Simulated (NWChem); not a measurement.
System: C$_{4}$H$_{8}$; SMILES C/C=C\C

Input file for NWChem:

```
start job
memory heap 200 mb stack 900 mb global 1100 mb
geometry units angstroms noautoz
  C      1.593536     0.000000     0.518586
  C      0.669324     0.000000    -0.667547
  C     -0.669324     0.000000    -0.667547
  C     -1.593536     0.000000     0.518586
  H      2.250923    -0.880141     0.501885
  H      2.250923     0.880141     0.501885
  H      1.061101     0.000000     1.473720
  H      1.169574     0.000000    -1.636802
  H     -1.169574     0.000000    -1.636802
  H     -1.061101     0.000000     1.473720
  H     -2.250923    -0.880141     0.501885
  H     -2.250923     0.880141     0.501885
end
basis spherical
  C library def2-svp
  H library def2-svp
end
dft
  xc hcth407
  iterations 150
  mulliken
end
task dft energy
```

NWChem printed, in part:

```
             Northwest Computational Chemistry Package (NWChem) 7.3.0
             --------------------------------------------------------

 C2V symmetry detected

                             Geometry "geometry" -> ""
                             -------------------------

 Output coordinates in angstroms (scale by  1.889725989 to convert to a.u.)

  No.       Tag          Charge          X              Y              Z
 ---- ---------------- ---------- -------------- -------------- --------------
    1 C                    6.0000     1.59353600     0.00000000     0.52190338
    2 C                    6.0000     0.66932400     0.00000000    -0.66422963
    3 C                    6.0000    -0.66932400     0.00000000    -0.66422963
    4 C                    6.0000    -1.59353600     0.00000000     0.52190338
    5 H                    1.0000     2.25092300    -0.88014100     0.50520238
    6 H                    1.0000     2.25092300     0.88014100     0.50520238
    7 H                    1.0000     1.06110100     0.00000000     1.47703738
    8 H                    1.0000     1.16957400     0.00000000    -1.63348463
    9 H                    1.0000    -1.16957400     0.00000000    -1.63348463
   10 H                    1.0000    -1.06110100     0.00000000     1.47703738
   11 H                    1.0000    -2.25092300    -0.88014100     0.50520238
   12 H                    1.0000    -2.25092300     0.88014100     0.50520238

 Effective nuclear repulsion energy (a.u.)     117.1611100206

      Symmetry information
      --------------------

 Group name             C2v
 Group number             16
 Group order               4
 No. of unique centers     5

                                 NWChem DFT Module
                                 -----------------

 Summary of "ao basis" -> "ao basis" (spherical)
 ------------------------------------------------------------------------------
       Tag                 Description            Shells   Functions and Types
 ---------------- ------------------------------  ------  ---------------------
 C                          def2-svp                 6       14   3s2p1d
 H                          def2-svp                 3        5   2s1p

      Symmetry analysis of basis
      --------------------------

        a1         33
        a2         15
        b1         33
        b2         15

            General Information
            -------------------
          SCF calculation type: DFT
          Wavefunction type:  closed shell.
          No. of atoms     :    12
          No. of electrons :    32
           Alpha electrons :    16
            Beta electrons :    16
          Charge           :     0
          Spin multiplicity:     1
          Use of symmetry is: on ; symmetry adaption is: on
          Maximum number of iterations: 150
          AO basis - number of functions:    96
                     number of shells:    48
          Convergence on energy requested:  1.00D-06
          Convergence on density requested:  1.00D-05
          Convergence on gradient requested:  5.00D-04

              XC Information
              --------------
                      HCTH407 Method XC Functional
                      HCTH407  Exchange Functional  1.000
                   HCTH407  Correlation Functional  1.000

             Grid Information
             ----------------
          Grid used for XC integration:  medium
          Radial quadrature: Mura-Knowles
          Angular quadrature: Lebedev.
          Tag              B.-S. Rad. Rad. Pts. Rad. Cut. Ang. Pts.
          ---              ---------- --------- --------- ---------
          C                   0.70       49          11.0       434
          H                   0.35       45          12.0       434
          Grid pruning is: on
          Number of quadrature shells:   233
          Spatial weights used:  Erf1

      Superposition of Atomic Density Guess
      -------------------------------------

 Sum of atomic energies:        -154.49347418

      Non-variational initial energy
      ------------------------------

 Total energy =    -157.269349
 1-e energy   =    -436.819627
 2-e energy   =     162.389167
 HOMO         =      -0.291365
 LUMO         =       0.022035

      Symmetry analysis of molecular orbitals - initial
      -------------------------------------------------

  Numbering of irreducible representations:

     1 a1          2 a2          3 b1          4 b2

  Orbital symmetries:

     1 a1          2 b1          3 a1          4 b1          5 a1
     6 b1          7 a1          8 b1          9 a1         10 b2
    11 a1         12 a2         13 b1         14 a1         15 b1
    16 b2         17 a2         18 a1         19 a1         20 b1
    21 b2         22 b1         23 a1         24 a2         25 a1
    26 b1

     ---------------------------------------------
      Total Density - Mulliken Population Analysis
     ---------------------------------------------

    Atom       Charge   Shell Charges
 -----------   ------   -------------------------------------------------------
    1 C    6     6.20   1.99  0.95  0.14  2.06  1.03  0.02
    2 C    6     6.20   1.99  0.97  0.26  1.95  0.99  0.04
    3 C    6     6.20   1.99  0.97  0.26  1.95  0.99  0.04
    4 C    6     6.20   1.99  0.95  0.14  2.06  1.03  0.02
    5 H    1     0.89   0.67  0.20  0.03
    6 H    1     0.89   0.67  0.20  0.03
    7 H    1     0.91   0.67  0.21  0.03
    8 H    1     0.91   0.68  0.21  0.02
    9 H    1     0.91   0.68  0.21  0.02
   10 H    1     0.91   0.67  0.21  0.03
   11 H    1     0.89   0.67  0.20  0.03
   12 H    1     0.89   0.67  0.20  0.03

[...]
```

Level: HCTH/407/def2-SVP. All runs use the structure optimised with B3LYP/6-31G* (spherical d).
